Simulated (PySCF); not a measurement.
## [CeOCl]+ at several levels of theory

Computed with PySCF 2.14.0 (density fitting, no spin-orbit coupling) at the geometry relaxed with PBE0:

```xyz
3
[CeOCl]+ (singlet)
Ce    0.2765    0.0000   -0.0154
O     1.9487    0.0000    0.3365
Cl   -2.0659    0.0000    0.6972
```

| level | basis | state | HOMO (eV) | gap (eV) | charge on Ce1 (e) | population of f-type functions on Ce1 (core shells left out) | dipole about the centre of mass (D) | largest force component (eV/Å) |
| --- | --- | --- | --- | --- | --- | --- | --- | --- |
| PBE0 | Ce def2-SVP with ECP28, O def2-SVP, Cl def2-SVP | singlet | -14.02 | 5.16 | 1.25 | 1.16 | 2.52 | 0.01 |
| M06-L | the same | singlet | -12.76 | 2.08 | 1.32 | 1.25 | 2.48 | 0.67 |
| PBE0 | Ce def2-TZVP with ECP28, O def2-TZVP, Cl def2-TZVP | singlet | -14.02 | 5.15 | 1.45 | 1.18 | 2.51 | 0.09 |

Charges are Mulliken's, which hang on the basis. The relaxation used the grid (50, 194), these runs (75, 302) or, all-electron (x2c bases, spin-free X2C Hamiltonian), (99, 590).

Task: What does B3LYP with Ce def2-SVP with ECP28, O def2-SVP, Cl def2-SVP give here?

Result: state singlet, HOMO (eV) -13.72, gap (eV) 4.45, charge on Ce1 (e) 1.23, population of f-type functions on Ce1 (core shells left out) 1.19, dipole about the centre of mass (D) 2.44, largest force component (eV/Å) 0.94. Time: 5.1 s on 2 threads of Intel(R) Xeon(R) CPU @ 2.60GHz (Ice Lake) (shared host), from an already converged density.

In the first row's basis the gap widens with exact exchange: 2.1 eV for M06-L (none); 4.4 to 5.2 eV for B3LYP, PBE0 (a fixed share).

No other spin state of this charge was computed.
